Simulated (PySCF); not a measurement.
## Correlation energy of Zn²⁺ (zinc, charge +2)

[Ar] 3d9 4s1, high-spin 3D determinant (an excited configuration). Computed with PySCF 2.14 in ANO-RCC-VTZP (6s5p3d2f1g, 59 functions), with the spin-free X2C one-electron Hamiltonian (Gaussian nucleus). Frozen: [Ne]; 18 electrons correlated.

MP2 pair energies summed by pair of shells (mhartree):

```tsv
pair	energy	share (%)
3d-3d	-326.16	49.9
3p-3d	-191.62	29.3
3p-3p	-41.70	6.4
3s-3d	-39.15	6.0
3d-4s	-28.43	4.3
3s-3p	-18.50	2.8
3p-4s	-5.21	0.8
3s-3s	-2.91	0.4
3s-4s	-0.46	0.1
```

Total MP2 correlation energy: -654.15 mhartree.

Same-spin part -225.06 and opposite-spin part -429.09 mhartree; SCS-MP2 scales them by 1/3 and 6/5 to -589.93 mhartree.
